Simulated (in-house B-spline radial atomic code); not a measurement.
Removing one electron from Be

Closed shell [He] 2s2. Computed with a B-spline radial code for spherical atoms: Koopmans values of Dirac-Hartree-Fock plus a diagonal self-energy, in second order or with its direct term screened (direct RPA, with the hole-particle interaction, or full time-dependent Hartree-Fock), linearised in energy; no-pair Dirac-Coulomb Hamiltonian, finite nucleus. Shifts add to the Koopmans value (the ΔSCF shift is orbital relaxation alone); the final value takes TDHF screening with Breit and QED.

Command:
```bash
python run_mb.py task.json out
```
Settings (nuclear radius in fm, box in bohr, cutoff in hartree):
```
basis_form          2
Z                   4
core_configuration  [He] 2s2
rms_radius          2.519
mass_number         9
speed_of_light      137.036
box_radius          30.116
lmax                7
intervals           68
virtual_cutoff      600.0
```

Cost of the run: 1.3 s on 1 thread of Arm Neoverse V1 (shared host).

Energies in eV:

| subshell | Koopmans | ΔSCF shift | second order | direct RPA | hole-particle | TDHF | Breit + QED | final |
| --- | --- | --- | --- | --- | --- | --- | --- | --- |
| 2s1/2 | 8.417 | -0.371 | ? | ? | ? | ? | ? | ? |

Task: What does the self-energy do to 2s1/2?

Result: It shifts the removal energy by 0.570 eV in second order, 0.275 with direct RPA, 0.035 with the hole-particle term and 0.304 with TDHF screening (quasi-particle weight 0.894); Breit and QED add 0.000 eV. The final value is 8.721 eV, against 9.323 eV (NIST, measured). The mixing of s² with p² in the ground state is caught to low order only, which falls short in light ions.
